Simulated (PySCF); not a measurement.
Two-photon absorption: SMILES [C-]#[N+]c1ncc([O-])s1, [C4HN2OS]-, charge -1

Geometry:
```json
{"atom": "C1", "x (Å)": "3.533", "y (Å)": "-0.164", "z (Å)": "-0.286"}
{"atom": "N2", "x (Å)": "2.357", "y (Å)": "-0.103", "z (Å)": "-0.220"}
{"atom": "C3", "x (Å)": "0.995", "y (Å)": "-0.039", "z (Å)": "-0.197"}
{"atom": "N4", "x (Å)": "0.307", "y (Å)": "0.137", "z (Å)": "0.897"}
{"atom": "C5", "x (Å)": "-1.018", "y (Å)": "0.167", "z (Å)": "0.680"}
{"atom": "C6", "x (Å)": "-1.504", "y (Å)": "0.014", "z (Å)": "-0.647"}
{"atom": "O7", "x (Å)": "-2.620", "y (Å)": "0.000", "z (Å)": "-1.137"}
{"atom": "S8", "x (Å)": "0.056", "y (Å)": "-0.195", "z (Å)": "-1.668"}
{"atom": "H9", "x (Å)": "-1.715", "y (Å)": "0.308", "z (Å)": "1.510"}
```

Total charge -1.

Computed, not measured: PySCF, TDDFT CAM-B3LYP/def2-SVPD excited states, vertical, gas phase. Geometry: PBE0-D3(BJ)/def2-SVP.

For a gas-phase anion, states above the detachment energy (about 2.4 eV, taken as minus the energy of the highest occupied orbital) lie in the continuum and depend on the basis.

Problem. How strongly do the lowest singlets absorb one photon, and two photons of half the energy?

Solution. δ for parallel linear polarisation; σ at the peak of a Lorentzian of half width 0.1 eV, single beam; Ω is circular over linear.
| state | E (eV) | f | photon λ (nm) | δ (au) | σ (GM) | Ω | main |
| --- | --- | --- | --- | --- | --- | --- | --- |
| S1 | 3.80 | 0.269 | 652 | 424 | 2.24 | 0.77 | HOMO→LUMO 0.93 |
| S2 | 4.01 | 0.000 | 618 | <0.1 | 0.00 | – | HOMO→LUMO+1 0.88 |
| S3 | 4.50 | 0.005 | 552 | 4.07 | 0.03 | 1.50 | HOMO→LUMO+2 0.36, HOMO→LUMO+3 0.35 |
| S4 | 4.80 | 0.010 | 517 | 12.6 | 0.11 | 1.50 | HOMO→LUMO+4 0.67, HOMO→LUMO+2 0.13 |
| S5 | 4.89 | 0.000 | 507 | 0.24 | 0.00 | 1.50 | HOMO−1→LUMO 0.88 |

Among these, the strongest one-photon state is S1, the strongest two-photon state S1.
